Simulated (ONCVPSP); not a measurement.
beryllium: from the effect back to the setting (ONCV)

Base potential:

- Element: beryllium
- Generator: ONCVPSP 4.0.1
- Type: optimised norm-conserving Vanderbilt (ONCV)
- Functional: PBE
- Relativity: scalar-relativistic
- Frozen core: none
- Valence charge: 4
- Reference configuration: 1s2 2s1 (charge +1)
- Partial waves: 1s+2s: rc 0.90 bohr, ncon 4, nbas 7, qcut 11.4 1/bohr, 2 projectors; p scattering state at 0.05 Ha: rc 0.85 bohr, ncon 4, nbas 7, qcut 10.4 1/bohr, 2 projectors, debl 2.1 Ha
- Local potential: polynomial inside 0.55 bohr (lpopt 5, dvloc0 0 Ha)
- Core correction: none

Cutoffs, loose and tight: the cutoffs (Ha) at which the residual kinetic energy of the hardest occupied pseudo-wave falls to 1 and 0.1 mHa per electron. They do not see the model core or the augmentation charge, which bear on the density cutoff. Test errors are all-electron minus pseudo excitation energies from the reference, over the configurations 1s2 2s2; 1s2 2s0; 1s2 2s1.5; 1s2 2s1 2p1; variants that change the core or the reference have their own tests.

Only the scale of all radii (base = 1) is moved:

```csv
scale of all radii (base = 1),"cutoff, loose","cutoff, tight",bound ghosts,largest test error (meV)
0.8,192 Ha,245 Ha,none,+1.9
0.9,67 Ha,173 Ha,none,+2.2
1.01,59 Ha,114 Ha,none,+2.2
1.18,51 Ha,58 Ha,none,+2.1
1.31,46 Ha,53 Ha,none,+1.1
```

One more run gave cutoff, loose: 54 Ha; cutoff, tight: 63 Ha; bound ghosts: none; largest test error (meV): +2.3. Which value of the scale of all radii (base = 1) was used?

1.1. The loose cutoff moves one way along this sweep, from 192 Ha at 0.8 to 46 Ha at 1.31, which places the run between 1.01 and 1.18.
